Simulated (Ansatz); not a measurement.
Li₄N⁺. Total charge 1; triplet. Geometry B3LYP-D4/def2-TZVP; atoms count from 1.

Cartesian coordinates in Å:
```
Li -0.523 1.811 -0.294
Li -0.735 -1.679 -0.453
Li 1.526 -0.067 -1.129
Li -0.269 -0.079 1.876
N 0.001 0.014 -0.001
```

At PBE0-D4/def2-TZVP a singlet of charge 1 lies 2.21 eV below the triplet, each at its own geometry. The structure comes from a short search, and lower isomers may exist.

Q: Estimate the Mulliken populations from the PBE0/def2-TZVP orbitals of Ansatz.

A: 
| atom | charge (e) | spin (α − β) |
| --- | --- | --- |
| Li1 | 0.61 | 0.27 |
| Li2 | 0.58 | 0.30 |
| Li3 | 0.59 | 0.28 |
| Li4 | 0.59 | 0.28 |
| N5 | -1.36 | 0.87 |
Mulliken values and Mayer orders depend strongly on the basis.

Q: Where does the spin sit?

A: Summed by element: Li 1.13, N 0.87, of 2 unpaired in all. Largest on single atoms: N5 0.87, Li2 0.30, Li4 0.28.
